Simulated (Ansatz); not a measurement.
Calculation: frozen-core CCSD(T)/cc-pVTZ // PBE-D3(BJ)/def2-TZVP (Ansatz, a program for electronic structure). The restricted HF reference is unstable towards unrestricted orbitals.

Ansatz 0.2 input:
```yaml
crystal:
  periodic: [false, false, false]
  atoms:
    - { symbol: C, position_ang: [-2.032189, 0.223541, 0.00913] }
    - { symbol: C, position_ang: [-0.751912, 0.455474, 0.320931] }
    - { symbol: C, position_ang: [0.326269, -0.526189, -0.015157] }
    - { symbol: C, position_ang: [1.729548, -0.129754, 0.388535] }
    - { symbol: O, position_ang: [0.087332, -1.584447, -0.581363] }
    - { symbol: H, position_ang: [-2.823898, 0.934022, 0.248994] }
    - { symbol: H, position_ang: [-2.304288, -0.702245, -0.503435] }
    - { symbol: H, position_ang: [-0.45543, 1.375816, 0.832663] }
    - { symbol: H, position_ang: [2.004759, 0.824839, -0.087926] }
    - { symbol: H, position_ang: [2.442685, -0.90923, 0.100393] }
    - { symbol: H, position_ang: [1.777131, 0.038177, 1.476449] }
basis:
  gaussian: { orbitals: cc-pVTZ }
correlation:
  method: ccsd_t
```

Output:

```
Functional definition: HF
1345 factors; integrals over basis functions are off by at most 1.1e-3 eV
mean field evaluation 1: about -6251.1552 eV, gradient 4.1e1 eV
mean field evaluation 2: about -6251.4343 eV, gradient 4.2e1 eV
mean field evaluation 4: about -6255.4399 eV, gradient 5.9e0 eV
mean field evaluation 8: about -6255.5513 eV, gradient 4.8e-1 eV
mean field evaluation 16: about -6255.5531 eV, gradient 2.8e-6 eV
mean field -6255.55314179 eV, -229.8873377947 hartree, gradient 2.8e-6 eV, S^2 0.000000; 0 other end points of the search recorded, 0 dependent functions left out; unrestricted orbitals would lower it
5 core orbitals not correlated
reference -6255.55314179 eV, -229.8873377947 hartree; 14, 14 occupied and 215, 215 virtual orbitals, 1345 factors
second order -24.04287777 eV of doubles, -0.00000000 eV of singles
cycle   1  -24.10435453 eV  change   -6.1e-2 eV  update   1.2e-1
cycle   2  -24.74419012 eV  change   -6.4e-1 eV  update   3.9e-2
cycle   3  -24.92134037 eV  change   -1.8e-1 eV  update   2.1e-2
cycle   4  -24.90975221 eV  change    1.2e-2 eV  update   6.1e-3
cycle   5  -24.90896790 eV  change    7.8e-4 eV  update   3.2e-3
cycle   6  -24.91063459 eV  change   -1.7e-3 eV  update   1.0e-3
cycle   7  -24.91031823 eV  change    3.2e-4 eV  update   5.2e-4
cycle   8  -24.91021121 eV  change    1.1e-4 eV  update   1.5e-4
cycle   9  -24.91027431 eV  change   -6.3e-5 eV  update   5.1e-5
cycle  10  -24.91028108 eV  change   -6.8e-6 eV  update   1.7e-5
perturbative correction -1.13911686 eV, -0.0418617725 hartree
Total energy: -6281.60253974 eV, -230.8446355122 hartree
```

Cost: very roughly 5 core-minutes.
